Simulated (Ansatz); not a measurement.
Input for Ansatz (an electronic-structure program): U-CCSD(T)/cc-pVDZ on GeH5N (SMILES [NH2][GeH3]), a point of a bond scan (R = 1.230 Å). The run froze 15 orbitals, filled d shells among them.

Ansatz 0.2 input:
```yaml
crystal:
  periodic: [false, false, false]
  atoms:
    - {symbol: Ge, position_ang: [-0.36016542, 0.04050046, 0.02987818]}
    - {symbol: N, position_ang: [1.47031303, -0.14001610, -0.20882542]}
    - {symbol: H, position_ang: [-0.89797976, -0.71702942, -0.77555826]}
    - {symbol: H, position_ang: [-0.70255945, 1.50788045, -0.27308504]}
    - {symbol: H, position_ang: [-0.85896258, -0.30670081, 1.45462877]}
    - {symbol: H, position_ang: [1.80695904, -1.08530079, -0.07685644]}
    - {symbol: H, position_ang: [2.02009845, 0.47463113, 0.37790643]}
basis:
  gaussian:
    orbitals: cc-pVDZ
correlation: {method: ccsd_t, electrons: outside_noble_gas}
scf: {omitted_lower_state_checks: [cluster_reference]}
magnetization: {spin_polarized: true, initial_magnetization: 0}
```

Program output:

```
WARN ansatz: RAYON_NUM_THREADS=1 ignored (pool sized by the plan → 1); use --threads N
Functional definition: HF
these checks for a lower state are left out or cut short: cluster_reference
integrals: 0.06 GiB planned
676 factors; integrals over basis functions are off by at most 1.3e-3 eV
mean field: 0.20 GiB planned
mean field evaluation 1: about -58030.2312 eV, gradient 2.0e1 eV
mean field evaluation 2: about -58030.2341 eV, gradient 2.0e1 eV
mean field evaluation 4: about -58032.1417 eV, gradient 1.5e0 eV
mean field evaluation 8: about -58032.1612 eV, gradient 5.1e-4 eV
mean field -58032.16122699 eV, -2132.6425894803 hartree, gradient 9.7e-7 eV, S^2 0.000000; 0 other end points of the search recorded, 0 dependent functions left out
15 core orbitals not correlated
reference -58032.16122699 eV, -2132.6425894803 hartree; 7, 7 occupied and 44, 44 virtual orbitals, 676 factors
second order -7.63444678 eV of doubles, -0.00000000 eV of singles
coupled cluster: 0.18 GiB planned
cycle   1  -8.24294269 eV  change   -6.1e-1 eV  update   6.4e-2
cycle   2  -8.50492614 eV  change   -2.6e-1 eV  update   2.0e-2
cycle   3  -8.54539457 eV  change   -4.0e-2 eV  update   7.7e-3
cycle   4  -8.54397657 eV  change    1.4e-3 eV  update   2.1e-3
cycle   5  -8.54367301 eV  change    3.0e-4 eV  update   7.6e-4
cycle   6  -8.54352782 eV  change    1.5e-4 eV  update   2.6e-4
cycle   7  -8.54348806 eV  change    4.0e-5 eV  update   9.3e-5
cycle   8  -8.54350426 eV  change   -1.6e-5 eV  update   3.8e-5
cycle   9  -8.54350350 eV  change    7.6e-7 eV  update   1.1e-5
perturbative correction -0.18920307 eV, -0.0069530845 hartree
Total energy: -58040.89393356 eV, -2132.9635105274 hartree
Checks for a lower state left out: cluster_reference
```

The run converged.

Cost: around 3 core-seconds (rough).
